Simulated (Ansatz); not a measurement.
```yaml
crystal:
  periodic: [false, false, false]
  atoms:
    - {symbol: Sb, position_ang: [-1.184070, -3.408482, 3.507357]}
    - {symbol: Sb, position_ang: [0.986204, -2.965653, 1.464929]}
    - {symbol: Sb, position_ang: [-1.607497, 3.450760, -2.363671]}
    - {symbol: Sb, position_ang: [0.724593, -0.058440, -2.353810]}
    - {symbol: Sb, position_ang: [-1.928158, 0.605100, 1.389148]}
    - {symbol: Sb, position_ang: [1.855163, 0.679812, 4.181770]}
    - {symbol: Sb, position_ang: [2.019456, 3.363008, 0.529825]}
    - {symbol: Sb, position_ang: [4.184688, -1.336485, 0.011545]}
    - {symbol: Al, position_ang: [-1.773167, -2.209150, 1.370498]}
    - {symbol: Al, position_ang: [-1.655861, 0.864439, -1.079056]}
    - {symbol: Al, position_ang: [0.348041, -0.536980, 0.196467]}
    - {symbol: Al, position_ang: [0.205119, -1.304587, 3.672952]}
    - {symbol: Al, position_ang: [2.534555, -0.784995, 2.078320]}
    - {symbol: Al, position_ang: [-1.191119, 1.209065, -3.736925]}
    - {symbol: Al, position_ang: [0.674108, 2.464011, -1.456438]}
    - {symbol: Al, position_ang: [2.567302, 0.860008, -0.295615]}
    - {symbol: Al, position_ang: [0.699017, 1.541032, 1.744838]}
    - {symbol: Cl, position_ang: [-3.122736, -2.866333, -0.166798]}
    - {symbol: Cl, position_ang: [-3.038425, -0.270868, -2.815082]}
    - {symbol: Cl, position_ang: [-1.123341, 0.857783, -5.703114]}
basis:
  gaussian: {orbitals: def2-SVP, fitting: {mean_field: def2-universal-jkfit}}
hamiltonian: {xc: {name: HSE06}, dispersion: d3bj}
output: {forces: true}
```

```sh
$ ansatz run in.yaml --threads 2 --pin off --events-out ev --progress --plain --max-ram 31744MiB --backend cuda --devices 0, --max-vram 18GiB
```

It prints (some lines left out):

```
Functional definition: HSE06
3280 factors; integrals over basis functions are off by at most 3.0e-2 eV
3280 factors; integrals over basis functions are off by at most 1.8e-7 eV
mean field evaluation 1: about -149189.4336 eV, gradient 3.0e1 eV
mean field evaluation 2: about -149163.4114 eV, gradient 8.1e1 eV
mean field evaluation 4: about -149192.2457 eV, gradient 1.1e1 eV
mean field evaluation 8: about -149192.7579 eV, gradient 4.1e-1 eV
mean field evaluation 16: about -149192.7574 eV, gradient 2.2e-3 eV
mean field evaluation 32: about -149192.7121 eV, gradient 2.5e0 eV
mean field -149192.75735447 eV, -5482.7327062936 hartree, gradient 4.4e-5 eV, S^2 0.000000; 2 other end points of the search recorded, 0 dependent functions left out
reference -149192.75741588 eV, -5482.7327085506 hartree; 176, 176 occupied and 248, 248 virtual orbitals, 3280 factors
Total energy: -149195.81148862 eV, -5482.8449436535 hartree
Atom 0 at    -1.184070    -3.408482     3.507357 Å, force    -0.304590    -0.554708     0.820180 eV/Å
Atom 1 at     0.986204    -2.965653     1.464929 Å, force     0.331575    -0.191717    -0.713527 eV/Å
Atom 2 at    -1.607497     3.450760    -2.363671 Å, force     0.343790    -0.911683     0.288274 eV/Å
Atom 3 at     0.724593    -0.058440    -2.353810 Å, force     0.564803    -0.872645    -0.126750 eV/Å
Atom 4 at    -1.928158     0.605100     1.389148 Å, force     0.004732    -0.286351     1.148402 eV/Å
Atom 5 at     1.855163     0.679812     4.181770 Å, force    -0.548071    -0.068840    -0.496184 eV/Å
Atom 6 at     2.019456     3.363008     0.529825 Å, force     0.669348     0.556908    -0.101388 eV/Å
Atom 7 at     4.184688    -1.336485     0.011545 Å, force    -1.234410     1.064814     0.583626 eV/Å
Atom 8 at    -1.773167    -2.209150     1.370498 Å, force    -0.423207     0.882855    -0.888791 eV/Å
Atom 9 at    -1.655861     0.864439    -1.079056 Å, force    -1.033369     0.395039    -2.004373 eV/Å
Atom 10 at     0.348041    -0.536980     0.196467 Å, force    -0.005634    -1.271851     0.678969 eV/Å
Atom 11 at     0.205119    -1.304587     3.672952 Å, force     0.347638     0.647939     0.014004 eV/Å
Atom 12 at     2.534555    -0.784995     2.078320 Å, force     0.622209     0.056155    -0.733153 eV/Å
Atom 13 at    -1.191119     1.209065    -3.736925 Å, force    -0.977036     0.597903     2.070239 eV/Å
Atom 14 at     0.674108     2.464011    -1.456438 Å, force    -0.870187     0.964052    -0.478612 eV/Å
Atom 15 at     2.567302     0.860008    -0.295615 Å, force     1.233069    -0.780000     0.404985 eV/Å
Atom 16 at     0.699017     1.541032     1.744838 Å, force    -0.248925    -0.712694     0.853010 eV/Å
Atom 17 at    -3.122736    -2.866333    -0.166798 Å, force     0.326256     0.053246     0.333787 eV/Å
Atom 18 at    -3.038425    -0.270868    -2.815082 Å, force     1.062437     0.843166     0.573056 eV/Å
Atom 19 at    -1.123341     0.857783    -5.703114 Å, force     0.139571    -0.411589    -2.225754 eV/Å
Dipole moment:     0.109793     0.263585     0.738243 e Å
```

It took 15 s on 2 threads of AMD EPYC 7R13 on a shared host and a share (18 GiB) of an NVIDIA H100 80GB HBM3, peak host memory 2.4 GiB.

In the def2 sets Sb takes a core potential; there is no spin–orbit coupling. HSE06 is defined as in plane-wave codes, on full-range PBE exchange. The restricted singlet is unstable towards broken spin symmetry in Hartree–Fock (as tested in another run); at RKS HSE06-D3(BJ)/def2-SVP this wasn't settled.
